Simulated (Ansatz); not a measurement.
An input meant for the cluster CsF₂⁻ (charge -1, singlet; atoms displaced at random, 0.03 Å in each coordinate; with a point charge).

```yaml
crystal:
  periodic: [false, false, false]
  atoms:
    - {symbol: Cs, position_ang: [0.457589, 0.903600, -0.174023]}
    - {symbol: F, position_ang: [-2.701414, 0.365867, -3.811610]}
    - {symbol: F, position_ang: [2.243482, -1.275824, 4.075219]}
basis:
  gaussian: {orbitals: def2-TZVP, point_charges: [{charge: 1.00, position_ang: [4.237, 0.271, -0.539]}]}
total_charge: -1
hamiltonian: {xc: {name: wPBEh}}
output: {forces: true}
```

```sh
$ ansatz run in.yaml --threads 4 --pin off --events-out ev --progress --plain --max-ram 3916MiB
```

Shortened log:

```
Functional definition: wPBEh
630 factors; their error is unknown
84 factors; integrals over basis functions are off by at most 1.8e-5 eV
mean field evaluation 1: about -5950.1402 eV, gradient 8.5e1 eV
mean field evaluation 2: about -5569.4441 eV, gradient 2.4e2 eV
mean field evaluation 4: about -5969.4156 eV, gradient 8.4e1 eV
mean field evaluation 8: about -5969.4165 eV, gradient 8.4e1 eV
mean field evaluation 16: about -5981.6056 eV, gradient 8.8e-2 eV
mean field evaluation 32: about -5981.6074 eV, gradient 2.5e-6 eV
mean field evaluation 64: about -5981.5165 eV, gradient 3.2e0 eV
mean field evaluation 96: about -5981.4307 eV, gradient 5.7e0 eV
mean field -5981.60736225 eV, -219.8200160838 hartree, gradient 2.5e-6 eV, S^2 0.000000; 10 other end points of the search recorded, 0 dependent functions left out
reference -5981.60744778 eV, -219.8200192268 hartree; 14, 14 occupied and 77, 77 virtual orbitals, 630 factors
Total energy: -5981.60744778 eV, -219.8200192268 hartree
Atom 0 at     0.457589     0.903600    -0.174023 Å, force    -0.157474    -0.222375    -0.092223 eV/Å
Atom 1 at    -2.701414     0.365867    -3.811610 Å, force     0.322356     0.066290     0.353074 eV/Å
Atom 2 at     2.243482    -1.275824     4.075219 Å, force     0.000132     0.225601    -0.496315 eV/Å
Dipole moment:    -1.107278     1.656119    -0.144587 e Å
```

In this input the coordinates are in bohr but typed as ångström. The calculation finished and met its thresholds. The result belongs to that input, not to the species as meant.

In the def2 sets Cs takes a core potential; there is no spin–orbit coupling. The highest occupied level of an anion often lies above zero with these methods, and sets without diffuse functions describe the outer electron poorly.
